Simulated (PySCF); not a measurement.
A structure optimised at ωB97X-D3(BJ)/def2-SVP, used in a PySCF frequency run:

```
Ge
H 1 1.5308
H 1 1.5309 2 111.26
H 1 1.5353 2 111.49 3 125.10
Se 1 2.3491 2 108.68 3 -119.67
Br 5 2.3253 1 93.28 2 60.26
```

**Question.** Write its SMILES and formula.

**Answer.** [GeH3][Se]Br, BrGeH3Se

**Question.** What are its rotational constants (standard atomic weights)?

**Answer.** 3.5796, 1.1045, 0.85324 GHz
